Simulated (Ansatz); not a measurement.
Ansatz (an electronic-structure program) input (B3LYP-D3(BJ)/def2-TZVP):

Ansatz 0.2 input:
```yaml
crystal:
  periodic: [false, false, false]
  atoms:
    - {symbol: Be, position_ang: [-0.28147422, 0.00597278, 0.16614737]}
    - {symbol: H, position_ang: [0.98409984, -0.59325155, 0.40208507]}
    - {symbol: H, position_ang: [0.14179705, 0.56936044, -1.06667454]}
basis:
  gaussian:
    orbitals: def2-TZVP
hamiltonian:
  xc: b3lyp
  dispersion: d3bj
total_charge: 1
magnetization: {spin_polarized: true, initial_magnetization: 1}
phonons: {temperatures: {t_min: 298.15, t_max: 298.15, t_step: 100}}
```

Output:

```
Functional definition: B3LYP
integrals: 0.00 GiB planned
229 factors; their error is unknown
mean field: 0.06 GiB planned
mean field evaluation 1: about -421.2191 eV, gradient 7.5e0 eV
mean field evaluation 2: about -421.6214 eV, gradient 2.0e0 eV
mean field evaluation 4: about -421.6573 eV, gradient 4.2e-2 eV
mean field evaluation 8: about -421.6546 eV, gradient 1.2e-3 eV
mean field -421.65464279 eV, -15.4955223147 hartree, gradient 4.3e-5 eV, S^2 0.758436; 0 other end points of the search recorded, 0 dependent functions left out
the calculation of the forces begins
reference -421.65482540 eV, -15.4955290256 hartree; 3, 2 occupied and 28, 29 virtual orbitals, 229 factors
these checks for a lower state are left out or cut short: stability, starts, cluster_reference, orbital_swaps, neighbouring_geometries, increment
integrals: 0.00 GiB planned
229 factors; their error is unknown
mean field: 0.06 GiB planned
mean field evaluation 16: about -421.6546 eV, gradient 6.3e-5 eV
mean field -421.65462871 eV, -15.4955217975 hartree, gradient 2.4e-6 eV, S^2 0.758423; 0 other end points of the search recorded, 0 dependent functions left out
the calculation of the forces begins
reference -421.65481129 eV, -15.4955285069 hartree; 3, 2 occupied and 28, 29 virtual orbitals, 229 factors
these checks for a lower state are left out or cut short: stability, starts, cluster_reference, orbital_swaps, neighbouring_geometries, increment
integrals: 0.00 GiB planned
229 factors; their error is unknown
mean field: 0.06 GiB planned
mean field -421.65461645 eV, -15.4955213466 hartree, gradient 1.2e-6 eV, S^2 0.758450; 0 other end points of the search recorded, 0 dependent functions left out
the calculation of the forces begins
reference -421.65479910 eV, -15.4955280590 hartree; 3, 2 occupied and 28, 29 virtual orbitals, 229 factors
these checks for a lower state are left out or cut short: stability, starts, cluster_reference, orbital_swaps, neighbouring_geometries, increment
integrals: 0.00 GiB planned
229 factors; their error is unknown
mean field: 0.06 GiB planned
mean field evaluation 32: about -421.6546 eV, gradient 1.6e-6 eV
mean field -421.65464065 eV, -15.4955222362 hartree, gradient 1.6e-6 eV, S^2 0.758407; 0 other end points of the search recorded, 0 dependent functions left out
the calculation of the forces begins
reference -421.65482325 eV, -15.4955289466 hartree; 3, 2 occupied and 28, 29 virtual orbitals, 229 factors
these checks for a lower state are left out or cut short: stability, starts, cluster_reference, orbital_swaps, neighbouring_geometries, increment
integrals: 0.00 GiB planned
229 factors; their error is unknown
mean field: 0.06 GiB planned
mean field -421.65463842 eV, -15.4955221541 hartree, gradient 1.6e-6 eV, S^2 0.758466; 0 other end points of the search recorded, 0 dependent functions left out
the calculation of the forces begins
reference -421.65482104 eV, -15.4955288654 hartree; 3, 2 occupied and 28, 29 virtual orbitals, 229 factors
these checks for a lower state are left out or cut short: stability, starts, cluster_reference, orbital_swaps, neighbouring_geometries, increment
integrals: 0.00 GiB planned
229 factors; their error is unknown
mean field: 0.06 GiB planned
mean field -421.65462587 eV, -15.4955216931 hartree, gradient 1.6e-6 eV, S^2 0.758455; 0 other end points of the search recorded, 0 dependent functions left out
the calculation of the forces begins
reference -421.65480852 eV, -15.4955284051 hartree; 3, 2 occupied and 28, 29 virtual orbitals, 229 factors
these checks for a lower state are left out or cut short: stability, starts, cluster_reference, orbital_swaps, neighbouring_geometries, increment
integrals: 0.00 GiB planned
229 factors; their error is unknown
mean field: 0.06 GiB planned
mean field -421.65463496 eV, -15.4955220271 hartree, gradient 1.6e-6 eV, S^2 0.758418; 0 other end points of the search recorded, 0 dependent functions left out
the calculation of the forces begins
reference -421.65481754 eV, -15.4955287368 hartree; 3, 2 occupied and 28, 29 virtual orbitals, 229 factors
Total energy: -421.68174620 eV, -15.4965183467 hartree
Atom 0 at    -0.281474     0.005973     0.166147 Å, force     0.000432    -0.000009    -0.000255 eV/Å
Atom 1 at     0.984100    -0.593252     0.402085 Å, force    -0.000319     0.000146    -0.000052 eV/Å
Atom 2 at     0.141797     0.569360    -1.066675 Å, force    -0.000113    -0.000137     0.000307 eV/Å
Dipole moment:    -0.436801     0.009269     0.257833 e Å
Vibrations: 345.19 1454.76 1784.33 cm⁻¹, zero-point energy 0.222197 eV
```
